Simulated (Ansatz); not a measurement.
**Worked example: C2H9NSi + C4H6O → CH7NSi + C5H8O**

Species: C2H9NSi `CN(C)[SiH3]`, singlet; C4H6O `C#CCOC`, singlet; CH7NSi `CN[SiH3]`, singlet; C5H8O `C#CCOCC`, singlet. The partners trade CH3 for H: N–CH3 and C–H bonds give way to N–H and C–CH3.

Shapes, held fixed at every level: PBE0-D4/def2-TZVP. Flexible molecules stand in one conformer, not always the lowest. Programs: Ansatz 0.2.0. The zero-point and thermal change to 298 K, harmonic and unscaled (PBE0-D4/def2-TZVP), is +1.6 kJ/mol.

At CCSD(T)/CBS estimate; 1 Eh = 2625.50 kJ/mol:

```
species  energy (Eh)
C2H9NSi  -425.299810
  C4H6O  -230.897239
 CH7NSi  -386.049483
  C5H8O  -270.164915
```

Q: Work out ΔH(298 K) of the reaction at this level.

A: 
1. Products less reactants: (-386.049483) + (-270.164915) − [(-425.299810) + (-230.897239)] = -0.017349 Eh = -45.5 kJ/mol.
2. With the thermal change: -45.5 + (+1.6) = -43.9 kJ/mol.

Other levels give -44.3 (r2SCAN0-D4/def2-TZVPP) to -37.9 kJ/mol (CCSD/def2-SVP). No measured value is set beside it here. The CBS estimate extrapolates MP2 from def2-TZVPP and def2-QZVPP and adds CCSD(T) − MP2 in the triple-zeta set, cores frozen.
